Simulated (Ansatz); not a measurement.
A made-up structure of AlBH$_{4}$SO, closed shell:

| atom | x (Å) | y (Å) | z (Å) |
| --- | --- | --- | --- |
| B1 | -0.7157 | 1.6015 | -0.7668 |
| Al2 | 0.0882 | -0.1652 | 0.0794 |
| O3 | -1.2375 | -1.7867 | 0.7490 |
| S4 | 1.7719 | -0.3005 | 0.2289 |
| H5 | -0.9171 | 1.7151 | -1.9421 |
| H6 | -1.0092 | 2.5541 | -0.1025 |
| H7 | 2.4520 | -1.3588 | 0.7455 |
| H8 | -0.5105 | -2.3553 | 1.0473 |

It is relaxed with PBE-D4/def2-SVP and then PBE0-D4/def2-TZVP (Ansatz 0.2.0). Atoms count as bonded within 1.22 times the sum of their covalent radii (H–H: 0.88 Å). The end point is not checked to be a true minimum.

Task: Does its bonding change? (A judgement: the text doesn't fix the answer.)

Result: Computed: No: no bond forms or breaks.

Where it ends: The first stage lowers the energy by 4.97 eV in 9 steps. It ends as AlBH₄SO ([BH2][Al]([OH])[SH]):
```csv
atom,x (Å),y (Å),z (Å)
B1,-0.8385,1.5418,-0.7460
Al2,0.0669,-0.1821,0.0856
O3,-0.9309,-1.4472,0.6138
S4,2.2543,-0.3236,0.2588
H5,-1.0565,1.6489,-1.9189
H6,-1.1610,2.4817,-0.0771
H7,2.2312,-1.5448,0.8198
H8,-0.6432,-2.2706,1.0026
```

Labels in which every atom is bracketed show which atoms are joined, not bond orders.

For scale, one of the runs: PBE0-D4/def2-TZVP relaxation, 160 basis functions, launched by `ansatz run in.yaml --threads 2 --pin off --events-out ev --progress --plain --max-ram 4352MiB`. Hardware: 2 CPU threads of an Arm Neoverse V1, shared host. Wall time about 32 s.
